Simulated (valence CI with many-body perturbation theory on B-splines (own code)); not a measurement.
# E1 line list for Eu⁵⁶⁺

Computed by configuration interaction combined with many-body perturbation theory (CI+MBPT): five valence electrons over a frozen Dirac-Fock core [He], a basis of 11 s, 11 p, 10 d, 8 f, 5 g, 2 h functions for each j, with the one-electron correlation potential Σ1, the two-electron term Σ2, the three-electron term Σ3, Breit, model QED; selected CI, second order for the rest, scaled by the run's own slope (own B-spline code, finite nucleus).

The last digits are not significant, and no measured levels were compared; by estimate large intervals hold to a few tenths of a per cent, small ones and those within an open d or f shell to about a per cent. Among the levels kept, up to 7300 cm⁻¹ of a level comes from second order outside the variational space, and about a tenth of that is noise between levels of different J, which matters for small intervals.

Lines 1 to 50 of 599 in falling wavelength, among levels below 8635.2 eV, chosen from the strongest by gf and those to the six lowest levels. Wavelengths and rates use the calculated energies. Electric multipoles are in the length gauge, E1 and E2 with the static RPA response of the core. Weak lines are less certain than strong ones. Lines between different terms over intervals too small for the method are left out, as are lines whose strength nearly cancels. The highest levels of a list are the least certain.

Levels are named by their leading jj configuration (3d3/2^4 stands for four electrons in 3d with j = 3/2), which in mixed levels can hold well under half, so a name can repeat and another be missing. Letters in brackets count levels of one name in rising energy.

```csv
λ vac (nm),Upper,Lower,A (s⁻¹),log gf,Branch %
18.42,(2s 2p1/2 2p3/2^2 3p1/2) J=7/2,(2s 2p1/2 2p3/2^2 3s) J=5/2 [b],2.12e+09,-1.06,0.0
14.61,(2s 2p1/2 2p3/2^2 3p1/2) J=3/2 [a],(2s 2p1/2 2p3/2^2 3s) J=5/2 [a],6.91e+09,-1.05,0.0
13.81,(2s 2p1/2 2p3/2^2 3p1/2) J=7/2,(2s 2p1/2 2p3/2^2 3s) J=7/2,4.52e+09,-0.99,0.0
13.65,(2s^2 2p3/2^2 3p1/2) J=5/2,(2s^2 2p3/2^2 3s) J=3/2,5.50e+09,-1.03,0.3
13.26,(2s 2p1/2^2 2p3/2 3p1/2) J=3/2 [a],(2s 2p1/2^2 2p3/2 3s) J=5/2,8.43e+09,-1.05,0.0
13.14,(2s 2p1/2^2 2p3/2 3p1/2) J=5/2,(2s 2p1/2^2 2p3/2 3s) J=5/2,5.85e+09,-1.04,0.0
12.91,(2s 2p1/2 2p3/2^2 3p1/2) J=5/2 [a],(2s 2p1/2 2p3/2^2 3s) J=5/2 [a],5.89e+09,-1.05,0.0
12.88,(2s^2 2p3/2^2 3p1/2) J=3/2,(2s^2 2p3/2^2 3s) J=5/2,9.94e+09,-1.00,0.4
12.49,(2s^2 2p3/2^2 3p1/2) J=5/2,(2s^2 2p3/2^2 3s) J=5/2,6.53e+09,-1.04,0.3
11.56,(2s 2p1/2 2p3/2^2 3p1/2) J=3/2 [e],(2s 2p1/2 2p3/2^2 3s) J=5/2 [c],1.01e+10,-1.09,0.0
10.94,(2s^2 2p1/2 2p3/2 3p1/2) J=3/2 [b],(2s^2 2p1/2 2p3/2 3s) J=5/2,1.35e+10,-1.01,0.6
10.50,(2s 2p1/2 2p3/2^2 3p1/2) J=5/2 [b],(2s 2p1/2 2p3/2^2 3s) J=7/2,1.59e+10,-0.80,0.0
10.24,(2s^2 2p3/2^2 3d5/2) J=5/2 [a],(2s^2 2p3/2^2 3p3/2) J=3/2 [a],8.86e+09,-1.08,0.0
10.01,(2s 2p1/2 2p3/2^2 3d5/2) J=7/2 [b],(2s 2p1/2 2p3/2^2 3p3/2) J=5/2 [d],9.96e+09,-0.92,0.0
9.661,(2s 2p1/2 2p3/2^2 3d3/2) J=9/2,(2s 2p1/2 2p3/2^2 3p3/2) J=7/2 [a],8.28e+09,-0.94,0.6
9.650,(2s 2p1/2 2p3/2^2 3d5/2) J=5/2 [f],(2s 2p1/2 2p3/2^2 3p3/2) J=3/2 [f],1.59e+10,-0.87,0.0
9.604,(2s 2p1/2^2 2p3/2 3d5/2) J=5/2 [a],(2s 2p1/2^2 2p3/2 3p3/2) J=5/2 [a],9.95e+09,-1.08,0.0
9.482,(2s 2p1/2 2p3/2^2 3d5/2) J=7/2 [d],(2s 2p1/2 2p3/2^2 3p3/2) J=5/2 [f],2.11e+10,-0.64,0.0
9.457,(2s^2 2p1/2 2p3/2 3d5/2) J=7/2 [a],(2s^2 2p1/2 2p3/2 3p3/2) J=5/2 [a],2.16e+10,-0.63,0.1
9.439,(2s 2p1/2^2 2p3/2 3d5/2) J=9/2,(2s 2p1/2^2 2p3/2 3p3/2) J=7/2,3.01e+10,-0.40,45.9
9.363,(2s^2 2p3/2^2 3d5/2) J=5/2 [b],(2s^2 2p3/2^2 3p3/2) J=3/2 [b],2.16e+10,-0.77,0.0
9.362,(2s 2p1/2 2p3/2^2 3d5/2) J=11/2,(2s 2p1/2 2p3/2^2 3p3/2) J=9/2,3.04e+10,-0.32,5.4
9.348,(2s^2 2p3/2^2 3d5/2) J=9/2,(2s^2 2p3/2^2 3p3/2) J=7/2,2.39e+10,-0.50,35.7
9.322,(2s 2p1/2 2p3/2^2 3d5/2) J=5/2 [d],(2s 2p1/2 2p3/2^2 3p3/2) J=3/2 [d],1.35e+10,-0.98,0.0
9.297,(2s 2p1/2 2p3/2^2 3d5/2) J=5/2 [a],(2s 2p1/2 2p3/2^2 3p3/2) J=3/2 [a],1.43e+10,-0.95,0.0
9.288,(2s 2p1/2^2 2p3/2 3d5/2) J=3/2 [b],(2s 2p1/2^2 2p3/2 3p3/2) J=1/2 [b],2.13e+10,-0.96,0.0
9.238,(2s 2p1/2 2p3/2^2 3d5/2) J=9/2 [b],(2s 2p1/2 2p3/2^2 3p3/2) J=7/2 [b],2.44e+10,-0.51,1.2
9.227,(2s 2p1/2 2p3/2^2 3d5/2) J=9/2 [a],(2s 2p1/2 2p3/2^2 3p3/2) J=7/2 [a],2.13e+10,-0.57,1.2
9.159,(2s 2p1/2 2p3/2^2 3d5/2) J=7/2 [a],(2s 2p1/2 2p3/2^2 3p3/2) J=5/2 [a],1.94e+10,-0.71,0.0
9.159,(2s^2 2p3/2^2 3d5/2) J=7/2,(2s^2 2p3/2^2 3p3/2) J=5/2,1.92e+10,-0.72,0.9
9.149,(2s 2p1/2 2p3/2^2 3d5/2) J=7/2 [c],(2s 2p1/2 2p3/2^2 3p3/2) J=5/2 [e],1.96e+10,-0.71,0.0
9.115,(2s^2 2p1/2 2p3/2 3d5/2) J=7/2 [b],(2s^2 2p1/2 2p3/2 3p3/2) J=5/2 [b],2.44e+10,-0.61,0.0
9.104,(2s 2p1/2^2 2p3/2 3d5/2) J=5/2 [b],(2s 2p1/2^2 2p3/2 3p3/2) J=3/2 [b],2.74e+10,-0.69,0.0
9.065,(2s 2p1/2^2 2p3/2 3d5/2) J=7/2 [a],(2s 2p1/2^2 2p3/2 3p3/2) J=5/2 [a],2.77e+10,-0.56,0.0
9.037,(2s 2p1/2^2 2p3/2 3d5/2) J=7/2 [b],(2s 2p1/2^2 2p3/2 3p3/2) J=5/2 [b],3.30e+10,-0.49,0.0
9.011,(2s^2 2p1/2 2p3/2 3d5/2) J=9/2,(2s^2 2p1/2 2p3/2 3p3/2) J=7/2,3.19e+10,-0.41,57.5
8.952,(2s 2p1/2 2p3/2^2 3d5/2) J=9/2 [c],(2s 2p1/2 2p3/2^2 3p3/2) J=7/2 [c],3.36e+10,-0.39,0.5
8.916,(2s^2 2p1/2^2 3d5/2) J=5/2,(2s^2 2p1/2^2 3p3/2) J=3/2,3.33e+10,-0.62,0.0
8.908,(2s 2p1/2 2p3/2^2 3d5/2) J=5/2 [e],(2s 2p1/2 2p3/2^2 3p3/2) J=3/2 [e],2.09e+10,-0.83,0.0
8.856,(2s 2p1/2 2p3/2^2 3d5/2) J=5/2 [c],(2s 2p1/2 2p3/2^2 3p3/2) J=3/2 [c],2.76e+10,-0.71,0.0
8.631,(2s^2 2p1/2 2p3/2 3d5/2) J=5/2 [b],(2s^2 2p1/2 2p3/2 3p3/2) J=3/2 [b],1.22e+10,-1.09,0.0
8.613,(2s 2p1/2^2 2p3/2 3d5/2) J=5/2 [a],(2s 2p1/2^2 2p3/2 3p3/2) J=3/2 [a],2.27e+10,-0.82,0.0
8.575,(2s^2 2p1/2 2p3/2 3d5/2) J=5/2 [a],(2s^2 2p1/2 2p3/2 3p3/2) J=3/2 [a],2.44e+10,-0.79,0.0
8.158,(2s^2 2p1/2 2p3/2 3d5/2) J=3/2 [a],(2s^2 2p1/2 2p3/2 3p3/2) J=1/2 [a],2.16e+10,-1.06,0.0
8.009,(2s 2p1/2 2p3/2^2 3d5/2) J=7/2 [b],(2s 2p1/2 2p3/2^2 3p3/2) J=5/2 [c],2.05e+10,-0.80,0.0
7.971,(2s 2p1/2 2p3/2^2 3d5/2) J=3/2 [c],(2s 2p1/2 2p3/2^2 3p3/2) J=1/2 [b],2.33e+10,-1.05,0.0
7.914,(2s 2p1/2 2p3/2^2 3d5/2) J=3/2 [d],(2s 2p1/2 2p3/2^2 3p3/2) J=1/2 [c],2.61e+10,-1.01,0.0
7.491,(2s 2p1/2 2p3/2^2 3d5/2) J=5/2 [a],(2s 2p1/2 2p3/2^2 3p3/2) J=5/2 [a],1.66e+10,-1.08,0.0
5.624,(2s 2p1/2 2p3/2^2 3p3/2) J=9/2,(2s^2 2p3/2^2 3p3/2) J=7/2,5.44e+10,-0.59,3.4
5.496,(2s 2p1/2 2p3/2^2 3p3/2) J=7/2 [b],(2s^2 2p3/2^2 3p3/2) J=5/2,3.63e+10,-0.88,0.0
```
